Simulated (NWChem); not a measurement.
System: C$_{3}$H$_{5}$ cation

NWChem input:

```
start job
memory heap 200 mb stack 900 mb global 1100 mb
charge 1
geometry units angstroms noautosym nocenter noautoz
  C      0.001500    -1.382356     0.001868
  C     -0.047781    -0.109507    -0.000839
  C     -0.049493     1.291413     0.001592
  H     -0.929325    -1.972351    -0.081753
  H      0.958415    -1.926596     0.084267
  H      1.046577     1.513231     0.100434
  H     -0.367581     1.734733    -0.957497
  H     -0.532834     1.730964     0.890884
end
basis spherical
  * library 6-31g*
end
dft
  xc hfexch
  iterations 150
  mulliken
end
task dft energy
esp
  recalculate
  probe 0.07
  range 0.3
  factor 1.0
  spacing 0.02
end
task esp
```

NWChem printed, in part:

```
             Northwest Computational Chemistry Package (NWChem) 7.3.0
             --------------------------------------------------------

                             Geometry "geometry" -> ""
                             -------------------------

 Output coordinates in angstroms (scale by  1.889725989 to convert to a.u.)

  No.       Tag          Charge          X              Y              Z
 ---- ---------------- ---------- -------------- -------------- --------------
    1 C                    6.0000     0.00150000    -1.38235600     0.00186800
    2 C                    6.0000    -0.04778100    -0.10950700    -0.00083900
    3 C                    6.0000    -0.04949300     1.29141300     0.00159200
    4 H                    1.0000    -0.92932500    -1.97235100    -0.08175300
    5 H                    1.0000     0.95841500    -1.92659600     0.08426700
    6 H                    1.0000     1.04657700     1.51323100     0.10043400
    7 H                    1.0000    -0.36758100     1.73473300    -0.95749700
    8 H                    1.0000    -0.53283400     1.73096400     0.89088400

 Effective nuclear repulsion energy (a.u.)      64.5454771440

  xc_inp: hfexch multiplicative factor not found.

                                 NWChem DFT Module
                                 -----------------

 Summary of "ao basis" -> "ao basis" (spherical)
 ------------------------------------------------------------------------------
       Tag                 Description            Shells   Functions and Types
 ---------------- ------------------------------  ------  ---------------------
 C                           6-31g*                  6       14   3s2p1d
 H                           6-31g*                  2        2   2s

            General Information
            -------------------
          SCF calculation type: DFT
          Wavefunction type:  closed shell.
          No. of atoms     :     8
          No. of electrons :    22
           Alpha electrons :    11
            Beta electrons :    11
          Charge           :     1
          Spin multiplicity:     1
          Use of symmetry is: off; symmetry adaption is: off
          Maximum number of iterations: 150
          AO basis - number of functions:    52
                     number of shells:    28
          Convergence on energy requested:  1.00D-06
          Convergence on density requested:  1.00D-05
          Convergence on gradient requested:  5.00D-04

              XC Information
              --------------
                     Hartree-Fock (Exact) Exchange  1.000

      Superposition of Atomic Density Guess
      -------------------------------------

 Sum of atomic energies:        -115.47192514

 Renormalizing density from      23.00 to     22

      Non-variational initial energy
      ------------------------------

 Total energy =    -113.540494
 1-e energy   =    -268.789783
 2-e energy   =      90.703812
 HOMO         =      -0.658613
 LUMO         =      -0.425818

     ---------------------------------------------
      Total Density - Mulliken Population Analysis
     ---------------------------------------------

    Atom       Charge   Shell Charges
 -----------   ------   -------------------------------------------------------
    1 C    6     6.76   2.00  0.80  2.25  0.66  1.02  0.03
    2 C    6     5.48   2.00  0.83  1.72  0.45  0.44  0.04
    3 C    6     6.94   2.00  0.78  2.33  0.69  1.10  0.03
    4 H    1     0.55   0.37  0.17
    5 H    1     0.55   0.37  0.17
    6 H    1     0.56   0.38  0.18
    7 H    1     0.58   0.41  0.18
    8 H    1     0.58   0.41  0.18

   convergence    iter        energy       DeltaE   RMS-Dens  Diis-err
 ---------------- ----- ----------------- --------- --------- ---------
 d= 0,ls=0.0,diis     1   -116.0771026723 -1.81D+02  1.15D-02  5.20D-01
 d= 0,ls=0.0,diis     2   -116.1533022221 -7.62D-02  3.39D-03  5.19D-02
 d= 0,ls=0.0,diis     3   -116.1618339806 -8.53D-03  1.78D-03  3.56D-03
 d= 0,ls=0.0,diis     4   -116.1633409153 -1.51D-03  5.55D-04  3.34D-04
 d= 0,ls=0.0,diis     5   -116.1635209614 -1.80D-04  2.44D-04  1.20D-04
  Resetting Diis
 d= 0,ls=0.0,diis     6   -116.1635561197 -3.52D-05  6.63D-05  3.70D-06
 d= 0,ls=0.0,diis     7   -116.1635578811 -1.76D-06  9.87D-06  2.63D-07
 d= 0,ls=0.0,diis     8   -116.1635579340 -5.29D-08  3.98D-06  4.42D-08

         Total DFT energy =     -116.163557934013
      One electron energy =     -276.971361270271
           Coulomb energy =      113.234278694694
    Exchange-Corr. energy =      -16.971952502416
 Nuclear repulsion energy =       64.545477143980

 Numeric. integr. density =        0.000000000000

                       DFT Final Molecular Orbital Analysis
                       ------------------------------------

 Vector    9  Occ=2.000000D+00  E=-8.435831D-01
              MO Center= -1.8D-01,  1.1D+00, -1.1D-02, r^2= 1.6D+00
   Bfn.  Coefficient  Atom+Function         Bfn.  Coefficient  Atom+Function
  ----- ------------  ---------------      ----- ------------  ---------------
    33      0.423356  3 C  pz                37      0.244791  3 C  pz
    19      0.220011  2 C  pz                49     -0.200952  7 H  s
    51      0.200533  8 H  s                  5      0.102694  1 C  pz
    50     -0.094822  7 H  s                 52      0.094618  8 H  s
    23      0.087499  2 C  pz                 9      0.055384  1 C  pz

 Vector   10  Occ=2.000000D+00  E=-7.973356D-01
              MO Center=  1.9D-01,  7.9D-01,  2.3D-02, r^2= 2.6D+00
   Bfn.  Coefficient  Atom+Function         Bfn.  Coefficient  Atom+Function
  ----- ------------  ---------------      ----- ------------  ---------------
    31      0.408743  3 C  px                47      0.249949  6 H  s
    35      0.229001  3 C  px                 3     -0.201169  1 C  px
    48      0.160970  6 H  s                  7     -0.151595  1 C  px
    45     -0.107360  5 H  s                 43      0.103638  4 H  s
    51     -0.103420  8 H  s                 49     -0.102704  7 H  s

 Vector   11  Occ=2.000000D+00  E=-6.604653D-01
              MO Center= -6.7D-02, -3.4D-01, -2.7D-03, r^2= 2.1D+00
   Bfn.  Coefficient  Atom+Function         Bfn.  Coefficient  Atom+Function
  ----- ------------  ---------------      ----- ------------  ---------------
    19      0.405972  2 C  pz                 5      0.360072  1 C  pz
    23      0.284269  2 C  pz                 9      0.234616  1 C  pz
    33     -0.180791  3 C  pz                37     -0.159698  3 C  pz
    49      0.117696  7 H  s                 51     -0.117547  8 H  s
    50      0.083461  7 H  s                 52     -0.083352  8 H  s

 Vector   12  Occ=0.000000D+00  E=-1.821167D-01
              MO Center=  1.9D-02, -2.0D-01,  5.2D-03, r^2= 2.3D+00
   Bfn.  Coefficient  Atom+Function         Bfn.  Coefficient  Atom+Function
  ----- ------------  ---------------      ----- ------------  ---------------
    21      0.600939  2 C  px                17      0.495745  2 C  px
    46     -0.301196  5 H  s                 48     -0.293854  6 H  s
    44      0.288031  4 H  s                 47     -0.138146  6 H  s
    43      0.133623  4 H  s                 45     -0.132241  5 H  s
    52      0.128290  8 H  s                 50      0.127467  7 H  s

 Vector   13  Occ=0.000000D+00  E=-7.591659D-02
              MO Center= -5.6D-02, -6.1D-01, -1.9D-03, r^2= 2.7D+00
   Bfn.  Coefficient  Atom+Function         Bfn.  Coefficient  Atom+Function
  ----- ------------  ---------------      ----- ------------  ---------------
     9      0.697675  1 C  pz                23     -0.589154  2 C  pz
    19     -0.396733  2 C  pz                 5      0.376104  1 C  pz
    50     -0.352499  7 H  s                 52      0.352333  8 H  s
    37     -0.151019  3 C  pz                49     -0.099519  7 H  s
    51      0.099347  8 H  s                  7     -0.061322  1 C  px

[...]

                     NWChem Electrostatic Potential Fit Module
                     -----------------------------------------

 Atom parameters

 Number of atoms is                                    8
 Number of basis functions is                         52

 Grid parameters

 Maximum number of grid points is                  35284
 Number of grid points is                          35283
 Grid range                                     0.300000 nm
 Grid spacing                                   0.020000 nm
 Probe radius                                   0.070000 nm
 Atom radius factor                             1.000000

 Atomic radii

    1    0.100000
    6    0.147000
 FASTESP  F
  using M.O. file = ./job.movecs

    Atom              Coordinates                           Charge

                                                  ESP

    1 C     0.000150   -0.138236    0.000187   -0.542125
    2 C    -0.004778   -0.010951   -0.000084    0.548910
    3 C    -0.004949    0.129141    0.000159   -0.280633
    4 H    -0.092933   -0.197235   -0.008175    0.361232
    5 H     0.095842   -0.192660    0.008427    0.353435
    6 H     0.104658    0.151323    0.010043    0.203882
    7 H    -0.036758    0.173473   -0.095750    0.177627
    8 H    -0.053283    0.173096    0.089088    0.177671
                                            ------------
                                                1.000000

 Dipole moment                                  0.391866

 Quadrupole moment Qxx                         -4.345230
                   Qyy                         15.371547
                   Qzz                        -11.026317

 RMS deviation kJ/mol                           0.060926

 RRMS %                                         2.695904
```

Level: Hartree-Fock/6-31G* (spherical d). Geometry: optimised at PBE0/def2-SVP.
